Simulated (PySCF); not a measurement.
Level of theory: PBE/[Ta def2-SVPD with ECP60, O def2-SVPD], scalar-relativistic core potentials, density fitting, no spin–orbit coupling, PySCF. Open shells, if any, are unrestricted.

Problem. What shape and geometry does isolated singlet [TaO3]- take (every ligand bound to Ta)?

Solution. Formally Ta is in oxidation state +5, d0. A d0 centre has no lone pair, yet it is C3v rather than trigonal planar: covalent bonding through the d orbitals favours lower symmetry. The polar-tensor charge on Ta, 1.58, is far below the formal one. The lowest minimum found is a singlet of C3v symmetry with Ta–O 1.816 Å (×3); O–Ta–O 108.9° (×3). Its harmonic wavenumbers are 213 (a1), 291 (e), 779 (e), 867 (a1) cm⁻¹ and its dipole moment is 6.66 D about the centre of mass.

Only a few start shapes were tried, so a lower isomer may exist. The lowest empty level of this anion is unbound, so it and the gap depend on the basis. Spin–orbit coupling, left out here, can matter for elements this heavy.
